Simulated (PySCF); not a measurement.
Compound: C₉H₉N.
Atom-mapped SMILES: `[CH2:1]=[CH:2][C:3](=[CH2:4])[c:5]1[cH:6][cH:7][n:8][cH:9][cH:10]1`

Cartesian coordinates in Å at the PBE0-D3(BJ)/def2-SVP level; atoms count from 1:
```xyz
19
C9H9N angstrom
C      1.9562   -0.3669   -1.6499
C      2.1385    0.2112   -0.4551
C      1.0920    0.4496    0.5409
C      1.3650    1.0366    1.7184
C     -0.2962    0.0219    0.2122
C     -1.1858    0.8865   -0.4315
C     -2.4735    0.4356   -0.7185
N     -2.9118   -0.7840   -0.4188
C     -2.0624   -1.6081    0.1887
C     -0.7538   -1.2617    0.5222
H      0.9725   -0.7150   -1.9780
H      2.7918   -0.5094   -2.3387
H      3.1419    0.5450   -0.1670
H      0.5852    1.2149    2.4624
H      2.3826    1.3529    1.9646
H     -0.8771    1.8990   -0.7009
H     -3.1868    1.1021   -1.2178
H     -2.4402   -2.6089    0.4294
H     -0.0975   -1.9787    1.0204
```

NICS = −σ at a ghost point: NICS(0) at the centroid of the ring atoms, NICS(1) 1 Å to either side along the normal of their mean plane, zz for the tensor component along that normal. Level: GIAO PBE0/pcSseg-1 (PySCF, non-relativistic, gas phase) on the PBE0-D3(BJ)/def2-SVP geometry, one conformer.

Ring bond lengths (Å), with Mayer bond orders in brackets: C5–C6 1.398 (1.39), C6–C7 1.394 (1.39), C7–N8 1.330 (1.47), N8–C9 1.330 (1.47), C9–C10 1.394 (1.39), C10–C5 1.398 (1.39).

**Question.** Give the NICS values of each ring in ppm.

**Answer.** 
```json
{"ring": "C5–C6–C7–N8–C9–C10", "type": "6-membered ring with N; formal bonds all aromatic", "NICS(0)": "-7.3", "NICS(1), two faces": "-10.8 / -11.0", "NICS(1)zz, two faces": "-28.6 / -28.8", "rms pucker (Å)": "0.00", "centre to ring atoms, mean (Å)": "1.37"}
```

**Question.** What can be read from them?

**Answer.** 
- C5–C6–C7–N8–C9–C10: mean NICS(1)zz -28.7 ppm, shielded. For a flat ring without four-coordinate atoms the NICS criterion counts such a value as aromatic.

**Question.** And the bond-length index? Use HOMA with the parameters of Krygowski (1993).

**Answer.** 
- C5–C6–C7–N8–C9–C10: HOMA 0.99; the largest term is that of C10–C5, α(R − Ropt)² = 0.02. The geometric and the magnetic index point the same way.

**Question.** What field does 14.1 T along the ring normal induce along that normal at the first NICS(1) probe listed for ring C5–C6–C7–N8–C9–C10, 1 Å off the ring?

**Answer.** NICSzz × B0 = -28.6 ppm × 14.1 T = -403 μT, against the applied field.

**Question.** How do the values depend on the level or the medium?

**Answer.** 
| level | NICS(0), C5–C6–C7–N8–C9–C10 | mean NICS(1)zz, C5–C6–C7–N8–C9–C10 |
| --- | --- | --- |
| PBE0/pcSseg-1, gas | -7.3 | -28.7 |
| wB97X-D/pcSseg-1, gas | -7.3 | -28.8 |

The geometry is the same throughout.

On one thread of an Arm Neoverse V1, shared host, this took 38 s. This is the whole shielding run at PBE0/pcSseg-1, SCF included.
